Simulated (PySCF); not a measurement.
# How methods differ on the excitation energy of Sr

Sr [Kr] 5s2 (1S) → Sr [Kr] 4d1 5s1, s spin flipped, as a difference of total energies. Computed with PySCF 2.14 in x2c-TZVPPall (8s6p6d2f1g, 79 functions), with the spin-free X2C one-electron Hamiltonian (Gaussian nucleus). Correlated levels: valence and next inner shell: [Ar] 3d10 frozen. The calculations carry no spin-orbit coupling.

```tsv
method	excitation energy (cm⁻¹)
UHF	18590
MP2 (valence and next inner shell)	20353
SCS-MP2 (valence and next inner shell)	20621
```

The upper determinant mixes two multiplicities, so it lies between the two terms.
